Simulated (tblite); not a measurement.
Compound: C4H12O2Si2.
Bonds: C1–C2 (double), C2–C3, C3–Si4, Si4–O5, Si4–O6, Si4–C7, C7–Si8. Hydrogens: H9, H10 on C1; H11 on C2; H12, H13 on C3; H14 on O5; H15 on O6; H16, H17 on C7; H18, H19, H20 on Si8.

Computed geometry: GFN2-xTB, gas phase.

**Question.** What internal coordinates does the optimisation give?

**Answer.** 
```
                     bond  length (bohr)
                    C1=C2          2.497
                    C2–C3          2.809
                   C3–Si4          3.618
                   Si4–O5          3.075
                   Si4–O6          3.107
                   Si4–C7          3.581
                   C7–Si8          3.586
                    C1–H9          2.036
                   C1–H10          2.035
                   C2–H11          2.048
           C3–H12, C3–H13          2.059
           O5–H14, O6–H15          1.801
           C7–H16, C7–H17          2.059
Si8–H18, Si8–H19, Si8–H20          2.770
```

Bonds in one row agree within 0.02 bohr and their mean is given. A selection of angles:
```
      angle  degrees
   C2–C1–H9    121.5
  C2–C1–H10    122.2
  H9–C1–H10    116.3
   C1–C2–C3    124.9
  C1–C2–H11    119.7
  C3–C2–H11    115.3
  C2–C3–Si4    111.8
  C2–C3–H12    109.5
 Si4–C3–H12    108.9
 H12–C3–H13    107.7
  C3–Si4–O5    109.9
  C3–Si4–O6    110.6
  C3–Si4–C7    110.2
  O5–Si4–O6    104.1
  O5–Si4–C7    109.1
  O6–Si4–C7    112.8
 Si4–O5–H14    118.6
 Si4–C7–Si8    114.6
 Si4–C7–H16    109.3
 Si8–C7–H16    108.7
 H16–C7–H17    106.4
 C7–Si8–H18    111.1
 C7–Si8–H19    108.4
 C7–Si8–H20    110.1
H18–Si8–H19    109.2
H19–Si8–H20    108.3
 H15–O6–Si4    120.0
```

Torsions: C1–C2–C3–Si4 102° (anticlinal); C2–C3–Si4–O5 180° (antiperiplanar); C3–Si4–C7–Si8 -68° (synclinal); H14–O5–Si4–C3 -109° (anticlinal); H15–O6–Si4–C3 -62° (synclinal). The mirror-image conformer, all signs reversed, is as good.

Si4 (oxygen-bound silicon) is distorted tetrahedral (angles from 104.1° to 112.8°). The C–C distances run from 1.321 Å (C1=C2, drawn double) to 1.487 Å (C2–C3, drawn single), a spread of 0.166 Å. Of the pairs four or more bonds apart, H9···H13 is among the closest relative to their van der Waals radii: 2.46 Å, 103 % of the sum of Bondi's values. O5 (silanol oxygen) is bent (angle 118.6°). Si8 (SiH3 silicon) is tetrahedral (angles from 108.3° to 111.1°).

Point group: C1 (no symmetry element, even within 0.4 Å). Its GFN2-xTB frequencies are all real (lowest 27 cm⁻¹). One conformer, not necessarily the lowest (C1–C2–C3–Si4 102°, C2–C3–Si4–O5 180°, C3–Si4–O5–H -109°, C3–Si4–O6–H -62°, C3–Si4–C7–Si8 -68°).

The run took 1.2 s wall on Arm Neoverse N1, one thread, no GPU, shared host with 64 logical CPUs at a one-minute load of 58. These figures are those of the optimisation.
